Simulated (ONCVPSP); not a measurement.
**PBE ONCV dataset for holmium, scalar-relativistic all-electron reference.**

ONCVPSP 4.0.1 input, shortened (lines: element, Z, core and valence counts, functional; n l f; lmax; l rc ep ncon nbas qcut; lloc lpopt rc5 dvloc0; l nproj debl; icmod fcfact rcfact), PBE, scalar-relativistic:

```
  Ho 67.00   10    4        4      upf
    1    0    2.00
    2    0    2.00
    2    1    6.00
    3    0    2.00
    3    1    6.00
    3    2   10.00
    4    0    2.00
    4    1    6.00
    4    2   10.00
    4    3   10.00
    5    0    2.00
    5    1    6.00
    5    2    1.00
    6    0    1.00
    2
    0    2.45    0.00    3    8    6.20
    1    2.25    0.00    4    7    6.60
    2    3.55    0.00    4    9    4.30
    4    4    2.00    4.00
    0    2    2.40
    1    3    1.90
    2    2    1.60
    0    0.00    0.00
```

All-electron outer shells of the reference configuration (PBE, scalar-relativistic, ld1.x):

```json
{"shell": "5s", "level (eV)": "-60.92", "outermost node (bohr)": "0.61", "outermost maximum (bohr)": "1.13"}
{"shell": "5p", "level (eV)": "-35.65", "outermost node (bohr)": "0.66", "outermost maximum (bohr)": "1.28"}
{"shell": "4f", "level (eV)": "-15.87", "outermost node (bohr)": "–", "outermost maximum (bohr)": "0.52"}
{"shell": "6s", "level (eV)": "-9.67", "outermost node (bohr)": "1.51", "outermost maximum (bohr)": "3.07"}
{"shell": "5d", "level (eV)": "-8.20", "outermost node (bohr)": "0.74", "outermost maximum (bohr)": "1.86"}
```

Results:

| Quantity | Value |
| --- | --- |
| Cutoffs needed | 9.6 Ha and 12 Ha (the cutoffs (Ha) at which the residual kinetic energy of the hardest occupied pseudo-wave falls to 1 and 0.1 mHa per electron) |
| Ghost test | no bound ghost flagged; no localised positive-energy state flagged |
| Largest excitation error | +78 meV (all-electron minus pseudo) for 5s2 5p6 5d0 6s0, out of 4 test configurations |

Generation and tests took about 7 s on one core of a shared server CPU.
